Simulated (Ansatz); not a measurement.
TiF3, relaxed as a doublet with UKS PBE0-D4/def2-TZVP in Ansatz, starting from the GFN1-xTB geometry. Force threshold 0.02 eV/Å.

The structure comes from a short search, and lower isomers may exist.

Start:

```csv
atom,x (Å),y (Å),z (Å)
Ti1,-0.001,-0.001,0.001
F2,0.162,-1.113,1.230
F3,1.118,1.222,-0.169
F4,-1.279,-0.108,-1.062
```

```tsv
step	energy (eV)	largest force component (eV/Å)	SCF passes
1	-31261.3472	3.710	19
2	-31261.8407	1.349	22
3	-31261.9301	0.075	30
4	-31261.9363	0.006	30
```

Force components are those of the run's own axes.

End:

```xyz
4

Ti    0.003   -0.003   -0.003
F     0.170   -1.181    1.307
F     1.188    1.299   -0.178
F    -1.360   -0.115   -1.126
```

By distances, no bond broke or formed. The bond that changes most is Ti1–F3, from 1.67 to 1.77 Å (atoms count from 1).

No frequencies were taken in this run, so the end may be a saddle point.

It took 12 s on 2 threads of Intel Xeon Platinum 8488C on a shared host.
